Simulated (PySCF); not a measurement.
CoH4 at several levels of theory

All levels use the PBE0 minimum (doublet; Co–H 1.568 Å (×4), H–H 0.860 Å (×2); Co–H–H 74.1° (×4), H–Co–H 31.8° (×2), H–Co–H 157.6° (×4)), basis [Co def2-TZVP, H def2-TZVP], no relativity, density fitting, no spin–orbit coupling, PySCF. For vertical energies the ionised species is a triplet (spins chosen at PBE0 and kept). Atomisation goes to high-spin ground-configuration atoms, without zero-point energy. Open shells are unrestricted, also as the reference of the correlated levels. A dash marks a value that was not computed or is not defined at that level.

```
  level  atomisation (kJ/mol)  vertical IP (eV)  −ε(HOMO) (eV)
   PBE0                   932              6.58           4.78
     HF                   162              2.88           5.97
    MP2                  1098              8.01              –
    PBE                  1080              7.45           3.94
CCSD(T)                     ?                 ?              –
 r2SCAN                     ?                 ?              ?
  B3LYP                   980              6.94           4.74
  TPSSh                  1039              6.80           4.15
  B97-3                   905              6.51           4.75
r2SCANh                   979              6.58           4.13
```

**Question.** Fill in the row of CCSD(T).

**Answer.** atomisation (kJ/mol) 880, vertical IP (eV) 6.50.

**Question.** Fill in the row of r2SCAN.

**Answer.** atomisation (kJ/mol) 1031, vertical IP (eV) 6.84, −ε(HOMO) (eV) 3.77.

For CoH₄ itself CCSD(T) correlates 21 electrons; T1 = 0.058, D1 = 0.212, (T) = -79 kJ/mol. T1 is large, so the single-reference value is itself in doubt.

With open d or f shells other occupations or spin states may lie lower.
